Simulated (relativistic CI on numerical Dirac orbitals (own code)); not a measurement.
**Main line and satellite in the 2p photoemission of Cu²⁺: a two-state model**

Problem. An octahedral Cu²⁺ site (d9) has Δ = 0.6, V(eg) = 2.4, 10Dq = 0.65, 10Dq(ligand) = 0 and a core-hole attraction U_cd = 9.6 eV; the hopping is scaled by 0.9 in the final state. Δ is defined between configuration averages. Find the d count, the distance of the satellite and its intensity.

Working.
1. The hole has eg symmetry. Its energy is −0.6 × 10Dq in d9 and Δ − 0.6 × 10Dq(ligand) in d10L, so the gap is Δ' = 0.99 eV.
2. Ground state cos θ |d9⟩ − sin θ |d10L⟩ with tan 2θ = 2V/Δ', θ = 39.2°: weights 0.601 and 0.399, n_d = 9.399.
3. The core hole pulls d10L down by U_cd: the gap becomes Δ' − U_cd = -8.61 eV, the hopping is V' = 2.16 eV, and tan 2θ' = 2V'/(Δ' − U_cd) gives θ' = 76.7°.
4. The two final states lie W = √[(Δ' − U_cd)² + 4V'²] = 9.63 eV apart. The lower, mostly d10L, is the main line.
5. In the sudden approximation the intensities are cos²(θ' − θ) and sin²(θ' − θ), so satellite/main = tan²(37.5°) = 0.59.

Check. The full cluster calculation (with spin-orbit coupling and 2p-3d multiplets, which spread the d9 satellite) gives n_d = 9.398; in its broadened 2p3/2 spectrum, cut halfway, the centroids lie 9.61 eV apart with an area ratio of 0.60.
